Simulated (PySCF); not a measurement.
The same groups moved round the core (silole hydroxy). All species are isolated molecules in the gas phase. One relaxed conformer stands for each flexible species; it need not be the lowest. Strings in code marks are SMILES.

The four lowest singlet excitations (Tamm–Dancoff). Calculation: PBE-D3(BJ)/def2-TZVP // PBE0-D4/def2-TZVP (PySCF). Excitations are Tamm–Dancoff values on a coarser integration grid. The basis has no diffuse functions, so Rydberg states are missing or too high.

```json
[
 {"state": "S1", "energy (eV)": "4.01", "wavelength (nm)": "309", "oscillator strength": "0.104"},
 {"state": "S2", "energy (eV)": "4.27", "wavelength (nm)": "290", "oscillator strength": "0.001"},
 {"state": "S3", "energy (eV)": "5.25", "wavelength (nm)": "236", "oscillator strength": "0.000"},
 {"state": "S4", "energy (eV)": "5.52", "wavelength (nm)": "224", "oscillator strength": "0.000"}
]
```

Question: Name which member gives these states.
(A) `OC1=C[SiH2]C=C1` (H–O–C–C torsion 0°)
(B) `OC1=CC=C[SiH2]1` (H–O–C–Si torsion 0°)
(C) `O[SiH]1C=CC=C1` (H–O–Si–C torsion 54°)

Answer: B, `OC1=CC=C[SiH2]1` (H–O–C–Si torsion 0°)
